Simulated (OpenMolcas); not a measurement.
**Ir5+: ligand-field states by method**

Ir5+ with 6 ligands (fluoride) in octahedral coordination (Oh) at 1.88 Å. A charge of +0.167 e stands 2.6 Å behind each ligand. Ligand basis ANO-RCC-VDZP.
```
Ir    0.0000    0.0000    0.0000
F     1.8800    0.0000    0.0000
F     0.0000    1.8800    0.0000
F    -1.8800    0.0000    0.0000
F     0.0000   -1.8800    0.0000
F     0.0000    0.0000    1.8800
F     0.0000    0.0000   -1.8800
```

| Property | Result |
| --- | --- |
| Program | OpenMolcas |
| Basis | ANO-RCC-VDZP [7s6p4d2f] |
| Scalar Hamiltonian | DKH2, point nucleus |
| Active space | 4 electrons in 5 orbitals (5d) |
| State averaging | 2S+1 = 5 even, 5 roots; 2S+1 = 3 even, 45 roots; 2S+1 = 1 even, 50 roots |
| Spin-orbit coupling | state interaction with AMFI integrals over the reference wave functions |

I. CASSCF
II. SS-CASPT2, IPEA 0.25 Eh, imaginary shift 0.1 Eh (closed shells correlated: 5s 5p and the ligand valence shells)
III. SS-CASPT2, IPEA 0.25 Eh, sigma2 regulariser 0.3 Eh (closed shells correlated: 5s 5p and the ligand valence shells)

Spin-free states (labels of O, the rotations of Oh) in cm-1, each column counted from its own energy of the first state listed:

| State | Degeneracy | I | II | III |
| --- | --- | --- | --- | --- |
| 3T1 | 3 | 0 | 0 | 0 |
| 1T2 | 3 | 8133 | 5700 | 5710 |
| 1E | 2 | 9839 | 6080 | 6080 |
| 1A1 | 1 | 19813 | 13380 | 13380 |
| 5E | 2 | 22880 | 25860 | 25860 |
| 3E | 2 | 36387 | 34120 | 34120 |
| 2S+1 = 3 | 3 | 37583 | 34860 | 34880 |
| 2S+1 = 3 | 3 | 38161 | 35610 | 35620 |
| 2S+1 = 3 | 1 | 39332 | 36320 | 36330 |
| 2S+1 = 3 | 1 | 40569 | 37450 | 37460 |
| 3E | 2 | 41481 | 38140 | 38170 |
| 2S+1 = 1 | 3 | 43847 | 38780 | 38790 |
| 1A2 | 1 | 44021 | 38760 | 38770 |
| 2S+1 = 1 | 3 | 45412 | 40030 | 40050 |
| 1E | 2 | 46922 | 41200 | 41210 |
| 1A1 | 1 | 52258 | 45270 | 45360 |
| 2S+1 = 3 | 3 | 52731 | 45630 | 45700 |
| 2S+1 = 3 | 3 | 52734 | 44680 | 44800 |
| 2S+1 = 1 | 3 | 59396 | 48720 | 48850 |
| 2S+1 = 1 | 3 | 60781 | 50330 | 50450 |

From I to II, I's first state of the same spin (3E) moves from 36387 to 34120 cm-1, by about -2300 cm-1.

From I to II, I's first state of another spin (1T2) moves from 8133 to 5700 cm-1, by about -2400 cm-1.

I: A least-squares ligand-field fit to the states below 45000 cm-1, each weighted by its degeneracy and with a free common offset, gives 10Dq = 39031 cm-1, B = 613 cm-1 and C = 2701 cm-1 (C/B = 4.41), with an rms deviation of 315 cm-1. The same method and metal basis give the free ion B = 938 cm-1 (fit to its terms below 60000 cm-1, rms deviation 24 cm-1), so the nephelauxetic ratio is β = 613 / 938 = 0.65; it hangs on how both fits weigh the states, and computed free-ion B values tend to be too large, so β mixes covalency with correlation.

χT at 300 K: I 0.16, II 0.14, III 0.14 cm3 K/mol.

The states above are spin-free; spin-orbit coupling is strong here and shifts and splits them by thousands of cm-1.

Roots that are degenerate in the reference are averaged as groups; the widest CASPT2 spread within a group is 2700 cm-1 (the 3-fold group of multiplicity 1 near 93400 cm-1 above the lowest state of its run, III). Shifts and gaps below about the spread of the groups concerned are not significant. Over all roots computed the reference weight is 0.63 to 0.68 in II, 0.63 to 0.68 in III; a low but even weight reflects the number of correlated electrons. The least metal-like active orbital is 66 % on the metal (Löwdin) and no ligand orbital is active, so the numbers are rough, and ground spin, moment and any spin crossover can be artefacts of this space; highly charged d ions in such sites are as a rule low spin. Ligand-to-metal charge-transfer states are missing. With no ligand orbital active B as a rule stays too high, so bands that hang on it stand too high and its fall with covalency is understated. Without dynamic correlation the repulsion within the d shell is too large (B by tens of per cent), so at a given field states of lower spin stand too high (holds for I). With metal d orbitals alone the field can be off either way by tens of per cent (holds for I). With one d shell and no ligand orbital active, 10Dq can be off by a tenth or more (holds for II; III). No measured value stands beside these numbers; the geometry was imposed, not optimised, and the real ion may take another.

A state without a sure symmetry label is named by its multiplicity alone.
